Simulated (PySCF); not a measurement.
Computed shifts of a molecule C₂H₈BN, PBE/pcSseg-1 (PySCF), GIAO, gas phase, atoms alike by connectivity averaged where their shifts nearly agree, in ppm (number of nuclei): ¹H: 5.28 (1), 4.60 (1), 3.13 (3), 0.65 (3). ¹³C: 34.9 (1), 1.4 (1). ¹⁵N: 138.9 (1). References: ¹¹B against BF3 (σ = 83.9 ppm); ¹H against TMS (σ = 31.49 ppm); ¹³C against TMS (σ = 182.0 ppm); ¹⁵N against NH3 (σ = 267.0 ppm), references at their B3LYP-D3(BJ)/def2-TZVP geometries, non-relativistic. Geometry: B3LYP-D3(BJ)/def2-SVP. The geometry has at least one imaginary mode, so it is a saddle point at that level. Other conformers were not sampled.

Task: Identify the compound among the candidates.
A) CB(C)N
B) BN(C)C
C) CBNC
D) CCBN

Result: C, CBNC
